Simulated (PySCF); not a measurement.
# What binds KO: the parts of the energy along the bond

State: ²Π, doublet, unpaired electrons π ↑. ROHF-based CCSD(T) in PySCF 2.14 with K cc-pwCVDZ-X2C, O aug-cc-pVDZ-DK and K cc-pwCVTZ-X2C, O aug-cc-pVTZ-DK (frozen core orbitals: 6; spin-free X2C with a Gaussian nucleus). Correlation energies are extrapolated as n⁻³ (n = 2, 3), Hartree–Fock as (n+1)·exp(−9√n). CV is the change on freezing 5 orbitals instead, in K cc-pwCVTZ-X2C, O cc-pCVTZ-DK. All energies in eV from K + O.

```json
{"R (Å)": "2.0634", "HF/CBS": "-0.673", "CCSD corr.": "-1.689", "(T)": "-0.1479", "CV": "-0.0067", "total": "-2.516"}
{"R (Å)": "2.1572", "HF/CBS": "-0.909", "CCSD corr.": "-1.654", "(T)": "-0.1455", "CV": "-0.0059", "total": "-2.714"}
{"R (Å)": "2.2510", "HF/CBS": "-1.027", "CCSD corr.": "-1.626", "(T)": "-0.1444", "CV": "-0.0052", "total": "-2.803"}
{"R (Å)": "2.3448", "HF/CBS": "-1.063", "CCSD corr.": "-1.605", "(T)": "-0.1441", "CV": "-0.0047", "total": "-2.817"}
{"R (Å)": "2.4386", "HF/CBS": "-1.040", "CCSD corr.": "-1.589", "(T)": "-0.1446", "CV": "-0.0043", "total": "-2.777"}
{"R (Å)": "2.5558", "HF/CBS": "-0.956", "CCSD corr.": "-1.574", "(T)": "-0.1460", "CV": "-0.0038", "total": "-2.680"}
{"R (Å)": "2.6730", "HF/CBS": "-0.834", "CCSD corr.": "-1.564", "(T)": "-0.1480", "CV": "-0.0035", "total": "-2.550"}
```

A fit to the total gives Re = 2.3172 Å, De = 2.819 eV, ωe = 398.2 cm⁻¹, Be = 0.2769 cm⁻¹ (masses 38.9637 and 15.9949 u).

Task: At R = 2.3448 Å the CCSD correlation energy is -0.310358 hartree in the smaller basis and -0.445275 in the larger. Extrapolate it.

Result: (3³·E3 − 2³·E2)/(3³ − 2³) = -0.50208 hartree; the larger basis holds 88.7 % of it.

The T1 diagnostic is 0.021. The state was picked by a PBE0 search and need not be the measured ground state. Spin–orbit coupling, excitations beyond (T) and corrections to the Born–Oppenheimer picture are left out.
